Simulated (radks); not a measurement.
The numbers below are computed, except where a source is named.
Al3+, configuration 2s2 2p6 3d2 (not the ground configuration). Level of theory: scalar-relativistic Kohn-Sham, Wu-Cohen GGA, spin-unpolarised, spherical densities, finite nucleus; Fermi nuclear charge, rms radius 3.061 fm (a radial shooting solver on a logarithmic mesh with Libxc functionals).

Local quantities along the radius. ELF = 1/(1 + alpha^2) is the electron localisation function; alpha = (tau - tau_W)/tau_unif compares the Pauli kinetic energy density with that of the uniform gas. tau is taken from the large components.

r (bohr)	ELF	alpha
0.008923	0.452	1.100
0.01006	0.433	1.143
0.01134	0.412	1.194
0.01279	0.388	1.256
0.01442	0.362	1.329
0.01626	0.333	1.416
0.01833	0.301	1.522
0.02067	0.268	1.652
0.0233	0.234	1.810
0.02607	0.201	1.992
0.02939	0.167	2.232
0.03314	0.135	2.533
0.03736	0.106	2.912
0.04212	0.080	3.389
0.0475	0.059	3.986
0.05355	0.043	4.722
0.06038	0.031	5.593
0.06808	0.023	6.551
0.07676	0.018	7.461
0.08654	0.015	8.088
0.09758	0.015	8.154
0.11	0.017	7.509
0.124	0.025	6.287
0.1399	0.041	4.849
0.1577	0.074	3.533
0.1778	0.138	2.504
0.2005	0.242	1.772
0.226	0.381	1.275
0.2548	0.528	0.9449
0.2873	0.654	0.7271
0.324	0.746	0.5836
0.3653	0.806	0.4905
0.4118	0.842	0.4331
0.4643	0.860	0.4037
0.5236	0.862	0.4000
0.5903	0.846	0.4269
0.6656	0.799	0.5023
0.7504	0.687	0.6756
0.8461	0.463	1.077
0.954	0.199	2.006
1.076	0.065	3.807
1.203	0.030	5.712
1.356	0.025	6.220
1.529	0.035	5.273
1.724	0.050	4.343
1.944	0.063	3.853
2.192	0.068	3.708
2.472	0.063	3.843
2.787	0.051	4.296
3.142	0.036	5.210
3.543	0.021	6.872
3.994	0.010	9.896
4.504	0.004	15.78
5.078	0.001	28.35
5.725	0.000	58.44
6.455	0.000	140.3
7.278	0.000	399.3

On this mesh the ELF has minima near r = 0.098 bohr, which separate the shells, and maxima near 0.52 (0.86).
